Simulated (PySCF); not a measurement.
# Telling isomers of C6H8O3Si apart by NMR

Theoretical values (PySCF): PBE0/pcSseg-1 with gauge-including orbitals, geometry from GFN2-xTB. In vacuum, non-relativistic, one computed conformer, averaged over atoms made equivalent by symmetry, fast rotation or ring inversion.

Scale: 1H (σref 31.72), 13C (σref 186.93) against TMS (reference shieldings calculated alike). Where no couplings were computed, multiplicities follow the n + 1 count of equivalent neighbours, and m marks all less simple cases (inequivalent or close neighbours, rings, F or P nearby). Acid and N–H amide carbonyl carbons lie up to 10 ppm further downfield in solution (hydrogen bonding). Shifts are as computed. Against solution values, carbons near 30 ppm lie about +3 ppm off and those near 130 ppm about +5 ppm. Of 1211 compounds with measured shifts, 218 miss one by over three times the rms of a fit or turn the order of signals round; such compounds aren't used in these exercises. OH and NH positions are gas-phase values without hydrogen bonding to other molecules.

(1) Tabulate the signals of `C[SiH2]c1ccc(C(=O)O)o1`, `COC(=O)c1coc([SiH3])c1` and their relative energies.

(2) What is the quickest way to tell C[SiH2]c1ccc(C(=O)O)o1 from COC(=O)c1coc([SiH3])c1?

## Answers

(1) 
| SMILES | carbon types | δC | δH | E rel. (kcal/mol) |
| --- | --- | --- | --- | --- |
| C[SiH2]c1ccc(C(=O)O)o1 | 3×C 2×CH 1×CH3 | 165.2, 163.0, 154.4, 129.5, 129.0, -6.3 | 7.79 (m, 1H), 7.12 (m, 1H), 6.17 (br s, 1H), 4.78 (q, 2H), 0.40 (t, 3H) | 0.0 |
| COC(=O)c1coc([SiH3])c1 | 3×C 2×CH 1×CH3 | 169.7, 161.4, 154.1, 131.5, 126.9, 53.6 | 8.53 (m, 1H), 7.39 (m, 1H), 4.45 (s, 3H), 4.06 (s, 3H) | 16.6 |

Energies are electronic energies at PBE0/pcSseg-1 on these geometries, without zero-point or thermal terms, each for the one conformer computed, which needn't be the lowest.

(2) Both give the same number of carbon signals, with the same numbers of each carbon type, so the positions decide. The first has a methyl carbon bonded to Si (CH3) at -6.3 ppm, the second a methyl carbon bonded to O (CH3) at 53.6 ppm. Their most deshielded carbons lie at 165.2 and 169.7 ppm. In the proton spectra the most deshielded non-exchanging signals are 7.79 (m, 1H) and 8.53 (m, 1H).
